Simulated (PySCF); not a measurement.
Phenyldifluoroborane, C6H5BF2.
SMILES with atom numbers: `[F:1][B:2]([F:3])[c:4]1[cH:5][cH:6][cH:7][cH:8][cH:9]1` (hydrogens: H10 on C5; H11 on C6; H12 on C7; H13 on C8; H14 on C9)

Geometry (PBE0-D3(BJ)/def2-SVP, Å), atoms numbered from 1 in this order:
```
atom  x, y, z in Å
F1     3.141    1.147    0.206
B2     2.452    0.043   -0.026
F3     3.151   -1.055   -0.255
C4     0.907    0.036   -0.036
C5     0.184    1.206    0.241
C6    -1.208    1.200    0.230
C7    -1.894    0.020   -0.062
C8    -1.190   -1.152   -0.341
C9     0.202   -1.143   -0.327
H10    0.724    2.129    0.468
H11   -1.762    2.115    0.449
H12   -2.987    0.014   -0.072
H13   -1.730   -2.073   -0.571
H14    0.756   -2.059   -0.544
```

The closed-shell ground state was solved at several levels (PySCF, density fitting, gas phase, non-relativistic).

| level | basis functions | HOMO (eV) | LUMO (eV) | gap (eV) | dipole (D) |
| --- | --- | --- | --- | --- | --- |
| B3LYP/pcJ-1 | 293 | -7.46 | -1.65 | 5.81 | 2.41 |
| B97-2/pcSseg-1 | 178 | -7.46 | -1.52 | 5.94 | 2.40 |
| PBE0/pcSseg-1 | 178 | -7.72 | -1.51 | 6.21 | 2.40 |

Estimate the row for CAM-B3LYP/def2-SVPD, a basis of 226 functions; the other rows only guide the guess.

HOMO -8.92 eV, LUMO -0.47 eV, gap 8.45 eV, dipole 2.47 D.

Over all these levels, which gives the widest orbital gap and which the narrowest?

CAM-B3LYP/def2-SVPD (range-separated hybrid) has the widest, 8.45 eV, and B3LYP/pcJ-1 (global hybrid, 20 % exact exchange) the narrowest, 5.81 eV. Functional and basis both differ between the two, so the spread mixes both effects.

How far do the dipole and the HOMO energy spread over the levels?

The dipole runs from 2.40 to 2.47 D (mean 2.42 D) and the HOMO from -8.92 to -7.46 eV.
